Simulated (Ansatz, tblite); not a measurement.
Forces on the cluster Na21⁻ at its PBE/def2-SVP geometry. Total charge -1; singlet.

The xTB rows come from tblite. Single mean-field runs in def2-TZVP are fitted with def2-universal-jkfit. The restricted singlet is unstable towards broken spin symmetry in Hartree–Fock (as tested in another run); at PBE/def2-TZVP this wasn't settled. The structure comes from a short search, and lower isomers may exist.

GFN1-xTB (tblite), largest force 0.39 eV/Å:

```xyz
21
positions Å, forces eV/Å
Na   -2.975    2.310    2.326   -0.157    0.029    0.038
Na    2.637    0.895   -3.925   -0.030    0.117   -0.124
Na   -4.212   -0.839    1.171   -0.157    0.092    0.011
Na   -3.816    1.794   -1.159   -0.166    0.011    0.041
Na    0.181   -1.648   -4.453    0.022   -0.073   -0.065
Na   -0.095   -4.381    4.146    0.031   -0.027   -0.049
Na   -0.914    0.268    0.378   -0.144    0.054    0.042
Na    2.046    1.757   -0.760    0.227    0.160   -0.077
Na   -2.502   -1.553   -2.121   -0.109   -0.065   -0.135
Na    1.318    4.435   -3.322    0.018    0.016   -0.064
Na   -0.744    3.815   -0.251   -0.011    0.234   -0.114
Na   -1.511   -0.772    3.799   -0.035   -0.111    0.194
Na    1.737   -1.562   -1.161    0.164   -0.142   -0.116
Na    1.710   -1.435    2.661    0.137   -0.145    0.214
Na    1.875   -4.543    1.017   -0.040   -0.114    0.141
Na   -1.346   -3.137    1.079   -0.041   -0.346    0.177
Na   -0.123   -4.365   -2.110    0.039   -0.032   -0.079
Na    4.036    0.967    1.947    0.026    0.044    0.066
Na    0.736    2.022    2.847    0.126    0.091    0.163
Na   -0.767    1.547   -3.111    0.029    0.180   -0.268
Na    2.728    4.424    1.003    0.071    0.030    0.003
```

PBE/def2-TZVP (Ansatz), largest force 0.03 eV/Å:

```
Na -0.004 -0.002 -0.001
Na -0.013 -0.004 -0.002
Na 0.002 0.008 -0.002
Na 0.007 -0.005 0.007
Na -0.001 0.003 0.017
Na 0.004 0.004 -0.012
Na 0.017 -0.010 -0.016
Na -0.002 0.012 -0.010
Na 0.003 0.003 -0.004
Na -0.005 -0.013 0.004
Na 0.002 -0.001 -0.002
Na 0.001 0.001 -0.006
Na 0.014 -0.007 0.004
Na 0.003 -0.001 0.015
Na -0.015 0.007 0.001
Na -0.003 -0.007 0.001
Na 0.005 0.019 0.006
Na -0.013 0.003 -0.003
Na 0.007 -0.002 0.000
Na -0.008 0.005 -0.007
Na -0.001 -0.012 0.009
```
